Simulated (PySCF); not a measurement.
How methods differ on the excitation energy of Te

Te [Kr] 4d10 5s2 5p4 (3P) → Te [Kr] 4d10 5s1 5p4 5d1 (high-spin determinant), as a difference of total energies. Calculation: PySCF 2.14, in aug-cc-pwCVTZ-PP with ECP28MDF; a scalar-relativistic core potential. Correlated levels: valence: 4s2 4p6 4d10 frozen; valence and next inner shell: nothing frozen outside the core potential. The calculations carry no spin-orbit coupling.

| method | excitation energy (cm⁻¹) |
| --- | --- |
| UHF | 122710 |
| LDA | 133640 |
| PBE | 130080 |
| PBE0 | 130080 |
| r2SCAN | 129540 |
| wB97X-V | 134830 |
| B3LYP | 132560 |
| BLYP | 132350 |
| M06-2X | 127620 |
| MP2 (valence) | 125630 |
| SCS-MP2 (valence) | 126820 |
| MP2 (valence and next inner shell) | 131090 |
| SCS-MP2 (valence and next inner shell) | 131050 |

The upper state lies above the first ionisation limit, where it may autoionise and the basis confines it.

The promoted electron is Rydberg-like, and one or two diffuse shells describe it only roughly, which tends to raise the upper state.

In the upper state the promoted electron has a positive orbital energy at BLYP, so the basis confines it.

The determinant of the upper state mixes LS terms, which raises its energy above the lowest term, most at the Hartree-Fock and MP2 levels.
